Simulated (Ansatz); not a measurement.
`[SiH3][SiH2][CH2][InH2]` + BH₃ → `BC[SiH2][SiH3]` + `[InH3]`  (formal exchange of groups at a C–In bond)

Calculated with Ansatz (gas phase, PBE0-D4/def2-TZVP geometries, no zero-point term in ΔE). CBS: MP2 limit from def2 TZ/QZ plus the TZ coupled-cluster correction, frozen cores. This one scheme is used for every species. DFT in def2-TZVPP. HSE06 is defined as in plane-wave codes. Elements past krypton have def2 core potentials. For In outer-core shells are correlated without core-valence functions, which leaves a few kJ/mol of doubt a bond. One conformer a species, not always the lowest.

```json
{"level": "revPBE-D4", "ΔE (kJ/mol)": "-39.8", "difference from CCSD(T)/CBS": "-23.1"}
{"level": "PBE0-D4", "ΔE (kJ/mol)": "-37.1", "difference from CCSD(T)/CBS": "-20.4"}
{"level": "ωB97X-V", "ΔE (kJ/mol)": "-33.6", "difference from CCSD(T)/CBS": "-16.9"}
{"level": "BLYP", "ΔE (kJ/mol)": "-41.4", "difference from CCSD(T)/CBS": "-24.7"}
{"level": "HSE06", "ΔE (kJ/mol)": "-40.4", "difference from CCSD(T)/CBS": "-23.7"}
{"level": "CCSD(T)/def2-SVP", "ΔE (kJ/mol)": "-37.7", "difference from CCSD(T)/CBS": "-21.0"}
{"level": "HF/def2-TZVPP", "ΔE (kJ/mol)": "-39.4", "difference from CCSD(T)/CBS": "-22.7"}
{"level": "CCSD(T)/def2-TZVPP", "ΔE (kJ/mol)": "-24.0", "difference from CCSD(T)/CBS": "-7.3"}
{"level": "SCS-MP2/def2-QZVPP", "ΔE (kJ/mol)": "-16.5", "difference from CCSD(T)/CBS": "0.2"}
{"level": "CCSD/CBS(def2)", "ΔE (kJ/mol)": "-19.0", "difference from CCSD(T)/CBS": "-2.3"}
{"level": "CCSD(T)/CBS", "ΔE (kJ/mol)": "-16.7", "difference from CCSD(T)/CBS": "0"}
```

Largest T1 diagnostic among the species: 0.014.

Leaving LDA and LC-ωPBE aside and taking each functional with its dispersion term where it has one, the values, not all of them listed here, spread over 15.4 kJ/mol, from B97M-V to BHLYP-D4. LDA lies −3.2 kJ/mol from PBE without D4. At CCSD(T), def2-SVP lies −21.0 kJ/mol from the extrapolated value and def2-TZVPP −7.3 kJ/mol.

CCSD(T)/CBS has its own doubt, a few kJ/mol and more with outer-core shells, so smaller differences from it don't rank the levels.
